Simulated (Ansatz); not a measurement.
A made-up structure of CHNSe, closed shell:

| atom | x (Å) | y (Å) | z (Å) |
| --- | --- | --- | --- |
| N1 | -0.4860 | 0.5678 | -0.5947 |
| C2 | 0.3656 | -0.1607 | 0.1301 |
| Se3 | 1.7174 | -1.1424 | 1.0727 |
| H4 | -1.5969 | 0.7353 | -0.6082 |

It is relaxed with PBE-D4/def2-SVP and then PBE0-D4/def2-TZVP (Ansatz 0.2.0). Atoms count as bonded within 1.22 times the sum of their covalent radii (H–H: 0.88 Å). The end point is not checked to be a true minimum.

Problem. Does its bonding change? (A judgement: the text doesn't fix the answer.)

Solution. By the calculation: No: no bond forms or breaks.

Where it ends: The first stage lowers the energy by 1.27 eV in 6 steps. It ends as CHNSe ([NH][C][Se]):
```
4
angstrom
N -0.4338 0.5070 -0.5310
C 0.3264 -0.1435 0.1162
Se 1.5332 -1.0201 0.9579
H -1.4258 0.6566 -0.5432
```

Labels in which every atom is bracketed show which atoms are joined, not bond orders.

For scale, one of the runs: PBE0-D4/def2-TZVP relaxation, 116 basis functions, launched by `ansatz run in.yaml --threads 2 --pin off --events-out ev --progress --plain --max-ram 4352MiB`. Hardware: 2 CPU threads of an Arm Neoverse V1, shared host. Wall time about 15 s.
